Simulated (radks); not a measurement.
Values are calculated unless marked as measured or tabulated.
Charge is removed step by step from the 5d up level of Hf, starting from [Xe] 4f14 5d(up 2, down 0) 6s2. Level of theory: scalar-relativistic Kohn-Sham, r2SCAN, spin-polarised, spherical densities, finite nucleus; meta-GGA in the generalised Kohn-Sham scheme; Fermi nuclear charge, rms radius 5.347 fm (a radial shooting solver on a logarithmic mesh with Libxc functionals).

removed (e),E - E(0) (eV),eigenvalue (eV),E minus straight line (eV)
0,0.000,-3.177,0.000
0.25,1.014,-4.952,-0.720
0.5,2.488,-6.857,-0.979
0.75,4.452,-8.876,-0.748
1,6.934,-10.995,0.000

Removing the whole electron costs 6.934 eV by Delta-SCF, against 3.177 eV from minus the eigenvalue at the starting occupation. Slater's transition state (half an electron removed) gives 6.857 eV. Integrating minus the eigenvalue over the occupation (Janak's theorem) gives 6.933 eV. In this scalar-relativistic scheme the density is built from large components alone, so the theorem holds only approximately. The mean slope of the eigenvalue, de/dn, is 7.82 eV per electron. Ionisation energy of Hf in the NIST Atomic Spectra Database: 6.825 eV (measured).
